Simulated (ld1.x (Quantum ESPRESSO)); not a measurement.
# copper: excitation energies, all-electron against PAW

```
Element                 : Cu (Z = 29)
Generator               : ld1.x (Quantum ESPRESSO) 7.5
Type                    : PAW
Functional              : PBEsol
Relativity              : fully relativistic
Frozen core             : [Ne]
Valence charge          : 19
Reference configuration : 3s2 3p6 3d10 4s0 4p1
Partial waves           : 3s (bound): rcut 0.95, rcutus 1.15 bohr; 4s (bound, empty): rcut 0.95, rcutus 1.15 bohr; 3p (bound): rcut 1.05, rcutus 1.25 bohr; 4p (bound): rcut 1.05, rcutus 1.25 bohr; 3d (bound): rcut 1.15, rcutus 1.40 bohr; 3d channel at 0.9 Ry: rcut 1.15, rcutus 1.40 bohr
Local potential         : all-electron potential smoothed inside 1.30 bohr (lloc = -1)
Core correction         : Bessel-smoothed model core inside 0.70 bohr
Augmentation charge     : PSQ, inside the norm-conserving radii
```

Open shells are filled in proportion to 2j + 1 (rel_dist='average').

Energies are relative to the spin-unpolarised reference configuration 3s2 3p6 3d10 4s0 4p1; without spin polarisation the order of configurations can differ from experiment.

```tsv
valence configuration	charge	ΔE all-electron (eV)	error AE − PS (meV)
3s2 3p6 3d10 4s1 4p0	0	-4.170	-0.4
3s2 3p6 3d10 4s0 4p0	+1	3.934	0.0
3s2 3p6 3d9 4s0 4p0	+2	25.248	-1.5
3s2 3p6 3d9 4s1 4p1	0	2.693	-4.6
3s2 3p6 3d9 4s2 4p0	0	-2.184	-6.2
3s2 3p6 3d8 4s0 4p0	+3	64.240	-13
```

Problem. What are ΔE and the potential's error for 3s2 3p6 3d10 4s0.5 4p0?

Solution. ΔE = -1.015 eV all-electron; the error (AE − PS) is -0.1 meV.

The ghost test of this file was not conclusive.
